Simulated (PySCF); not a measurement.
PySCF input for HfF2, SMILES [F][Hf][F] (connectivity only; charge and spin as stated), neutral, multiplicity 3, TDA-PBE/def2-TZVPD. Coordinates come from a PBE0-D3(BJ)/def2-TZVP optimisation. The multiplicity is an assumed one; other spin states were not compared. The def2 effective core potentials stand for the cores of Hf; spin–orbit coupling is left out.

```python
import numpy as np
from pyscf import gto, scf, dft, tdscf

mol = gto.M(
    atom='''
    Hf    0.00000000   -0.00000000    0.13595960
    F     0.00000000   -1.78877636   -0.54383840
    F     0.00000000    1.78877637   -0.54383840
    ''',
    basis='def2-TZVPD',
    ecp={'Hf': 'def2-tzvp'},
    charge=0,
    spin=2,
    max_memory=1600,
    verbose=4,
)
mf = dft.UKS(mol, xc='pbe').density_fit(auxbasis='def2-universal-jkfit')
mf.grids.level = 3
mf.conv_tol = 1e-9
mf.max_cycle = 100
mf.kernel()
fine, coarse = mf.grids, dft.Grids(mol).set(level=1).build(with_non0tab=True)
for _ in range(3):  # follow internal instabilities
    mf.grids = coarse
    mo, _, stable, _ = mf.stability(return_status=True, nroots=4)
    mf.grids = fine
    if stable:
        break
    mf.kernel(mf.make_rdm1(mo, mf.mo_occ))
mf.grids = dft.Grids(mol).set(level=1).build(with_non0tab=True)  # coarser grid for the response kernel
td = tdscf.TDA(mf)
td.nstates = 10
td.conv_tol = 1e-4
td.positive_eig_threshold = 1e-6
td.kernel(x0=td.get_init_guess(mf, 15))
td.analyze(verbose=3)
```

It prints:

```
PySCF version 2.14.0

[INPUT] verbose = 4
[INPUT] num. atoms = 3
[INPUT] num. electrons = 30
[INPUT] charge = 0
[INPUT] spin (= nelec alpha-beta = 2S) = 2
[INPUT] symmetry False subgroup None
[INPUT] Mole.unit = angstrom
[INPUT] Symbol           X                Y                Z      unit          X                Y                Z       unit  Magmom
[INPUT]  1 Hf     0.000000000000   0.000000000000   0.135959600000 AA    0.000000000000   0.000000000000   0.256926408005 Bohr   0.0
[INPUT]  2 F      0.000000000000  -1.788776360000  -0.543838400000 AA    0.000000000000  -3.380297418496  -1.027705632022 Bohr   0.0
[INPUT]  3 F      0.000000000000   1.788776370000  -0.543838400000 AA    0.000000000000   3.380297437394  -1.027705632022 Bohr   0.0

nuclear repulsion = 71.7128885507981
number of shells = 43
number of NR pGTOs = 175
number of NR cGTOs = 123
basis = def2-TZVPD
ecp = {'Hf': 'def2-tzvp'}


[settings echo left out]
init E= -228.289366397339
  alpha nocc = 16  HOMO = -0.304289648274625  LUMO = -0.30277207675915
  beta  nocc = 14  HOMO = -0.603573270617486  LUMO = -0.326557583509984

WARN: HOMO -0.304289648274625 >= LUMO -0.326557583509984

cycle= 1 E= -247.573164139995  delta_E= -19.3  |g|= 0.602  |ddm|= 8.18
  alpha nocc = 16  HOMO = -0.0892462957698054  LUMO = -0.0107758041504409
  beta  nocc = 14  HOMO = -0.156499655365051  LUMO = -0.0923068750136196

WARN: HOMO -0.0892462957698054 >= LUMO -0.0923068750136196

cycle= 2 E= -246.915993105826  delta_E= 0.657  |g|= 1.56  |ddm|= 1.19
  alpha nocc = 16  HOMO = -0.0968531538535716  LUMO = -0.0184520143004175
  beta  nocc = 14  HOMO = -0.341717688096197  LUMO = -0.0999748807439502

WARN: HOMO -0.0968531538535716 >= LUMO -0.0999748807439502

cycle= 3 E= -247.687220597618  delta_E= -0.771  |g|= 0.207  |ddm|= 0.705
  alpha nocc = 16  HOMO = -0.149206489784682  LUMO = -0.0731398247735761
  beta  nocc = 14  HOMO = -0.350624163248814  LUMO = -0.13295223330487
  HOMO = -0.149206489785  LUMO = -0.132952233305  gap/eV = 0.44230
cycle= 4 E= -247.709315249438  delta_E= -0.0221  |g|= 0.0506  |ddm|= 0.331
  alpha nocc = 16  HOMO = -0.141889928599603  LUMO = -0.0634312196490293
  beta  nocc = 14  HOMO = -0.345914614633515  LUMO = -0.127179597958843
  HOMO = -0.1418899286  LUMO = -0.127179597959  gap/eV = 0.40029
cycle= 5 E= -247.710372468788  delta_E= -0.00106  |g|= 0.0163  |ddm|= 0.0605
  alpha nocc = 16  HOMO = -0.140804206291591  LUMO = -0.0621871906581654
  beta  nocc = 14  HOMO = -0.346490378481154  LUMO = -0.126225795229008
  HOMO = -0.140804206292  LUMO = -0.126225795229  gap/eV = 0.39670
cycle= 6 E= -247.710489448504  delta_E= -0.000117  |g|= 0.00315  |ddm|= 0.0148
  alpha nocc = 16  HOMO = -0.141021604540441  LUMO = -0.0623209795358547
  beta  nocc = 14  HOMO = -0.347239115694921  LUMO = -0.126330126915029
  HOMO = -0.14102160454  LUMO = -0.126330126915  gap/eV = 0.39978
cycle= 7 E= -247.710492977826  delta_E= -3.53e-06  |g|= 0.000282  |ddm|= 0.0027
  alpha nocc = 16  HOMO = -0.141027428983893  LUMO = -0.0622987210777419
  beta  nocc = 14  HOMO = -0.347191498683737  LUMO = -0.126313871243518
  HOMO = -0.141027428984  LUMO = -0.126313871244  gap/eV = 0.40038
cycle= 8 E= -247.710493014258  delta_E= -3.64e-08  |g|= 4.27e-05  |ddm|= 0.000338
  alpha nocc = 16  HOMO = -0.141028497451156  LUMO = -0.0622982497338074
  beta  nocc = 14  HOMO = -0.347187712939685  LUMO = -0.126312963691184
  HOMO = -0.141028497451  LUMO = -0.126312963691  gap/eV = 0.40043
cycle= 9 E= -247.710493015249  delta_E= -9.91e-10  |g|= 8.4e-06  |ddm|= 6.75e-05
  alpha nocc = 16  HOMO = -0.141027167286317  LUMO = -0.0622968048737898
  beta  nocc = 14  HOMO = -0.347188480469072  LUMO = -0.126312503355056
  HOMO = -0.141027167286  LUMO = -0.126312503355  gap/eV = 0.40041
Extra cycle  E= -247.710493015256  delta_E= -7.11e-12  |g|= 8.87e-06  |ddm|= 1.38e-05
converged SCF energy = -247.710493015256  <S^2> = 2.0022744  2S+1 = 3.0015159
tot grids = 19440
uhf_internal: lowest eigs of H = [0.00169125 0.13077871 0.13092607 0.14365441]
<class 'pyscf.df.df_jk.DFUKS'> wavefunction is stable in the internal stability analysis
tot grids = 19440
Overwritten attributes  positive_eig_threshold  of <class 'pyscf.tdscf.uks.TDA'>


******** <class 'pyscf.tdscf.uks.TDA'> for <class 'pyscf.df.df_jk.DFUKS'> ********
nstates = 10
deg_eia_thresh = 1.000e-03
wfnsym = None
conv_tol = 0.0001
eigh lindep = 1e-12
eigh level_shift = 0
eigh max_cycle = 100


Excitation energies (eV)
[0.35015269 1.90445331 1.91822741 2.12395181 2.59295956 2.76826958
 3.12094552 3.44046732 4.04886985 4.06626084]

** Excitation energies and oscillator strengths **
Excited State   1:      0.35015 eV   3540.86 nm  f=0.0000
Excited State   2:      1.90445 eV    651.02 nm  f=0.0085
Excited State   3:      1.91823 eV    646.35 nm  f=0.0008
Excited State   4:      2.12395 eV    583.74 nm  f=0.0000
Excited State   5:      2.59296 eV    478.16 nm  f=0.0353
Excited State   6:      2.76827 eV    447.88 nm  f=0.0199
Excited State   7:      3.12095 eV    397.26 nm  f=0.0000
Excited State   8:      3.44047 eV    360.37 nm  f=0.0365
Excited State   9:      4.04887 eV    306.22 nm  f=0.1408
Excited State  10:      4.06626 eV    304.91 nm  f=0.0000
```

The calculation finished and met its thresholds.
